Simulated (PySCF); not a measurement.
Compound: cyclopentanecarbaldehyde, C6H10O.
Numbering: `[O:1]=[CH:2][CH:3]1[CH2:4][CH2:5][CH2:6][CH2:7]1` (hydrogens: H8 on C2; H9 on C3; H10, H11 on C4; H12, H13 on C5; H14, H15 on C6; H16, H17 on C7)

The same species was optimised twice, with GFN2-xTB and with PBE0-D3(BJ)/def2-SVP (PySCF), and the same property calculations (PySCF, gas phase) were run on both structures.

```json
{"coordinate": "C3–C7 (Å)", "GFN2-xTB": "1.547", "PBE0-D3(BJ)/def2-SVP": "1.555", "change": "+0.008"}
{"coordinate": "C2–C3 (Å)", "GFN2-xTB": "1.504", "PBE0-D3(BJ)/def2-SVP": "1.508", "change": "+0.004"}
{"coordinate": "O1=C2 (Å)", "GFN2-xTB": "1.198", "PBE0-D3(BJ)/def2-SVP": "1.201", "change": "+0.003"}
{"coordinate": "C6–C7 (Å)", "GFN2-xTB": "1.527", "PBE0-D3(BJ)/def2-SVP": "1.529", "change": "+0.002"}
{"coordinate": "C4–C5 (Å)", "GFN2-xTB": "1.528", "PBE0-D3(BJ)/def2-SVP": "1.529", "change": "+0.001"}
{"coordinate": "C5–C6 (Å)", "GFN2-xTB": "1.525", "PBE0-D3(BJ)/def2-SVP": "1.526", "change": "+0.001"}
{"coordinate": "C3–C4 (Å)", "GFN2-xTB": "1.538", "PBE0-D3(BJ)/def2-SVP": "1.538", "change": "0.000"}
{"coordinate": "O1–C2–C3 (°)", "GFN2-xTB": "126.3", "PBE0-D3(BJ)/def2-SVP": "125.7", "change": "-0.6"}
{"coordinate": "C2–C3–C4 (°)", "GFN2-xTB": "113.1", "PBE0-D3(BJ)/def2-SVP": "113.6", "change": "+0.5"}
{"coordinate": "C5–C6–C7 (°)", "GFN2-xTB": "103.1", "PBE0-D3(BJ)/def2-SVP": "103.5", "change": "+0.4"}
{"coordinate": "C3–C4–C5 (°)", "GFN2-xTB": "105.0", "PBE0-D3(BJ)/def2-SVP": "104.9", "change": "-0.1"}
{"coordinate": "C4–C5–C6 (°)", "GFN2-xTB": "103.2", "PBE0-D3(BJ)/def2-SVP": "103.3", "change": "+0.1"}
{"coordinate": "C2–C3–C7 (°)", "GFN2-xTB": "110.3", "PBE0-D3(BJ)/def2-SVP": "110.3", "change": "0.0"}
{"coordinate": "C4–C3–C7 (°)", "GFN2-xTB": "106.4", "PBE0-D3(BJ)/def2-SVP": "106.4", "change": "0.0"}
{"coordinate": "C3–C7–C6 (°)", "GFN2-xTB": "104.6", "PBE0-D3(BJ)/def2-SVP": "104.6", "change": "0.0"}
{"coordinate": "O1–C2–C3–C4 (°)", "GFN2-xTB": "9", "PBE0-D3(BJ)/def2-SVP": "6", "change": "-3"}
```

Rotational constants: A = 5122, B = 2024, C = 1688 MHz (GFN2-xTB) against A = 5026, B = 2028, C = 1695 MHz (PBE0-D3(BJ)/def2-SVP). Point groups within 0.08 Å: C1 and C1.

On the GFN2-xTB structure: lowest singlet, TDDFT (eV) 4.39 [PBE0/def2-SVPD]; lowest triplet, Tamm–Dancoff (eV) 3.76 [PBE0/def2-SVPD]; isotropic polarisability (au) 70.5 [PBE0/def2-SVPD]; HOMO (eV) -7.40 [PBE0/def2-SVPD]; LUMO (eV) -0.66 [PBE0/def2-SVPD]; dipole (D) 2.90 [PBE0/def2-SVPD]; HOMO (eV) -7.34 [PBE0/pcSseg-1]; LUMO (eV) -0.51 [PBE0/pcSseg-1]; dipole (D) 2.79 [PBE0/pcSseg-1]; GIAO shielding of O1 (ppm) -322.9 [PBE0/pcSseg-1]; GIAO shielding of C2 (ppm) -18.5 [PBE0/pcSseg-1]; GIAO shielding of C3 (ppm) 132.9 [PBE0/pcSseg-1]; GIAO shielding of C4/C7 (mean) (ppm) 159.7 [PBE0/pcSseg-1]; GIAO shielding of C5/C6 (mean) (ppm) 156.3 [PBE0/pcSseg-1].

Q: What do these properties become on the PBE0-D3(BJ)/def2-SVP structure?

A: 
```tsv
property	level	on GFN2-xTB	on PBE0-D3(BJ)/def2-SVP	change
lowest singlet, TDDFT (eV)	PBE0/def2-SVPD	4.39	4.38	-0.01
lowest triplet, Tamm–Dancoff (eV)	PBE0/def2-SVPD	3.76	3.75	-0.01
isotropic polarisability (au)	PBE0/def2-SVPD	70.5	71.6	+1.1
HOMO (eV)	PBE0/def2-SVPD	-7.40	-7.40	0.00
LUMO (eV)	PBE0/def2-SVPD	-0.66	-0.67	-0.01
dipole (D)	PBE0/def2-SVPD	2.90	2.89	-0.01
energy, GFN2-xTB geometry as zero (kcal/mol)	PBE0/def2-SVPD	0.0	-0.7	-0.7
HOMO (eV)	PBE0/pcSseg-1	-7.34	-7.34	0.00
LUMO (eV)	PBE0/pcSseg-1	-0.51	-0.52	-0.01
dipole (D)	PBE0/pcSseg-1	2.79	2.78	-0.01
energy, GFN2-xTB geometry as zero (kcal/mol)	PBE0/pcSseg-1	0.0	-0.4	-0.4
GIAO shielding of O1 (ppm)	PBE0/pcSseg-1	-322.9	-325.3	-2.4
GIAO shielding of C2 (ppm)	PBE0/pcSseg-1	-18.5	-19.0	-0.5
GIAO shielding of C3 (ppm)	PBE0/pcSseg-1	132.9	131.9	-1.0
GIAO shielding of C4/C7 (mean) (ppm)	PBE0/pcSseg-1	159.7	158.3	-1.4
GIAO shielding of C5/C6 (mean) (ppm)	PBE0/pcSseg-1	156.3	154.8	-1.5
```

The heavy atoms differ by 0.022 Å rms after alignment. Among bonds between heavy atoms C3–C7 changes most (+0.008 Å). Changes are differences of the printed values. Neither structure is proved a minimum here.
